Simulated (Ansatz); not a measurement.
Cost and result for the atomization energy of `CB(F)[SiH2]O` (11 atoms, 10 bonds).

```xyz
11

C    -1.2279   -0.8578   -0.8135
B    -0.8576    0.4085    0.0152
F    -1.7885    1.3459    0.1987
Si    0.9807    0.7796    0.8290
O     2.0390   -0.4817    0.6323
H    -0.7693   -0.7600   -1.8078
H    -2.3033   -0.9861   -0.9560
H    -0.7996   -1.7665   -0.3813
H     0.8717    0.9704    2.2994
H     1.5375    2.0382    0.2434
H     2.3172   -0.6905   -0.2597
```

The species carries charge 0 and has multiplicity 1. Geometry: relaxed with PBE0-D4/def2-TZVP. It is one conformer, not always the lowest. Program: Ansatz. All runs use 4 threads of an Arm Neoverse V2 on a shared host. Times are those of one run each, without the atoms' runs, and a repeat can differ threefold. Electronic energies, without spin–orbit coupling; frozen cores. CCSD(T)/CBS adds CCSD(T) − MP2 in def2-TZVPP to the MP2 limit, and its time is that of the two runs behind it. T1 = 0.013. B3LYP takes the VWN-RPA correlation (the form of Gaussian; ORCA's B3LYP/G).

CCSD(T)/CBS is a level of theory with its own doubt, some kJ/mol a heavy atom from the limit and from the frozen cores, so smaller differences don't rank the functionals.

| level | functions | wall time |
| --- | --- | --- |
| PBE-D4/def2-TZVPP (with forces) | 250 | 2.2 s |
| PBE0-D4/def2-TZVPP | 250 | 2.9 s |
| r2SCAN-D4/def2-TZVPP (with forces) | 250 | 4.6 s |
| B3LYP-D4/def2-TZVPP (with forces) | 250 | 4.7 s |
| B2PLYP/def2-TZVPP | 250 | 5.5 s |
| ωB97X-V/def2-TZVPP | 250 | 7.5 s |
| ωB97M-V/def2-TZVPP (with forces) | 250 | 10 s |
| MP2/def2-QZVPP | 478 | 28 s |
| CCSD(T)/def2-TZVPP | 250 | 2.6 min |
| CCSD(T)/CBS(def2) | – | 3.1 min |

(1) What atomization energy does each give, and how far from CCSD(T)/CBS? (Best estimate.)

Answers

(1) The calculation gave: 
```csv
level,atomization (kJ/mol),difference from CCSD(T)/CBS,per bond
PBE-D4/def2-TZVPP (with forces),4207.1,52.3,5.2
PBE0-D4/def2-TZVPP,4141.7,-13.1,-1.3
r2SCAN-D4/def2-TZVPP (with forces),4171.5,16.7,1.7
B3LYP-D4/def2-TZVPP (with forces),4152.6,-2.2,-0.2
B2PLYP/def2-TZVPP,4116.7,-38.1,-3.8
ωB97X-V/def2-TZVPP,4166.5,11.7,1.2
ωB97M-V/def2-TZVPP (with forces),4166.5,11.7,1.2
MP2/def2-QZVPP,4187.2,32.4,3.2
CCSD(T)/def2-TZVPP,4052.7,-102.1,-10.2
CCSD(T)/CBS(def2),4154.8,0.0,0.0
```

From PBE to PBE0 (25 % exact exchange), in def2-TZVPP and without D4, the atomization energy moves by −62.6 kJ/mol: exact exchange takes away binding that semilocal exchange gives to molecules. In def2-TZVPP, CCSD(T) changes the Hartree–Fock value by +919.2 kJ/mol (the triples alone add +50.5 kJ/mol) and MP2 by +992.9 kJ/mol; breaking electron pairs costs correlation energy, which Hartree–Fock lacks. The D4 term adds +30.2 kJ/mol with B3LYP and +16.0 kJ/mol with PBE0; it sums over pairs of atoms, weighted by their polarisabilities, and B3LYP, whose exchange is more repulsive, gets the larger term.
